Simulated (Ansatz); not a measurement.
Geometry optimisation, RKS PBE-D4/def2-SVP (Ansatz).

Input file:

```yaml
crystal:
  periodic: [false, false, false]
  atoms:
    - { symbol: C, position_ang: [-0.6705, 1.5558, -0.023] }
    - { symbol: S, position_ang: [0.9713, 1.1881, -0.567] }
    - { symbol: C, position_ang: [0.6901, -0.6135, -0.6428] }
    - { symbol: As, position_ang: [0.9586, -1.3808, 1.173] }
    - { symbol: H, position_ang: [-0.8184, 2.6966, 0.0043] }
    - { symbol: H, position_ang: [-0.9217, 1.1908, 0.9672] }
    - { symbol: H, position_ang: [-1.4307, 1.2153, -0.763] }
    - { symbol: H, position_ang: [1.5553, -1.0377, -1.2735] }
    - { symbol: H, position_ang: [-0.2579, -0.8543, -1.0303] }
    - { symbol: H, position_ang: [0.6317, -2.8368, 0.6638] }
    - { symbol: H, position_ang: [-0.6425, -1.1805, 1.512] }
basis:
  gaussian: { orbitals: def2-SVP }
hamiltonian:
  xc: pbe
  dispersion: d4
relax:
  f_tol: 0.015
  max_steps: 40
```

Launched with:

```bash
$ ansatz run input.yaml --threads 2 --pin off --max-ram 3072MiB --backend cpu --events-out ev --progress --plain --runs-dir out
```

Where does it end, and by what steps?

The forces met the threshold. After 10 steps the energy has fallen by 0.361 eV; H11 moved furthest, 0.31 Å.

| step | energy less start (eV) | largest force component (eV/Å) | accepted |
| --- | --- | --- | --- |
| 0 | 0.0000 | 3.658 | yes |
| 1 | -0.2904 | 0.732 | yes |
| 2 | -0.3458 | 0.405 | yes |
| 3 | -0.3526 | 0.178 | yes |
| 4 | -0.3565 | 0.062 | yes |
| 5 | -0.3587 | 0.047 | yes |
| 6 | -0.3603 | 0.024 | yes |
| 7 | -0.3609 | 0.033 | yes |
| 8 | -0.3612 | 0.039 | yes |
| 9 | -0.3613 | 0.022 | yes |
| 10 | -0.3614 | 0.005 | yes |

```xyz
11
Properties=species:S:1:pos:R:3
C -0.766 1.592 -0.020
S 0.910 1.175 -0.589
C 0.797 -0.638 -0.668
As 0.969 -1.507 1.141
H -0.806 2.696 0.051
H -0.988 1.166 0.979
H -1.534 1.255 -0.747
H 1.669 -0.968 -1.268
H -0.122 -0.953 -1.200
H 0.344 -2.855 0.708
H -0.409 -1.019 1.634
```

Time of the run: 25 s on 2 threads of Arm Neoverse V2 (shared host), peak memory 0.16 GiB.
